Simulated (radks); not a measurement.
Question: The mean radii <r> (bohr) of the occupied orbitals of an atom or ion are listed with their occupations. Calculated with a radial shooting solver on a logarithmic mesh with Libxc functionals: scalar-relativistic Kohn-Sham, SCAN, spin-unpolarised, spherical densities, finite nucleus; meta-GGA in the generalised Kohn-Sham scheme; Fermi nuclear charge, rms radius of each element as measured or else 0.836 A^(1/3) + 0.57 fm.

orbital  occ.      <r>
1s          2  0.01744
2s          2  0.07359
2p          6  0.06624
3s          2   0.1899
3p          6   0.1907
3d         10   0.1728
4s          2   0.4081
4p          6   0.4275
4d         10   0.4386
4f          5   0.4286

Name the element and its charge.

Answer: Z = 77, iridium, charge +26: Ir26+ in [Kr] 4d10 4f5. The 1s radius gives Z: for a bare nucleus <r> = (2 gamma + 1)/(2Z) with gamma = sqrt(1 - (Z/c)^2), 0.01724 bohr for Z = 77, and screening makes it slightly larger (0.01744 here). The occupations add up to 51, and the charge is Z minus that.
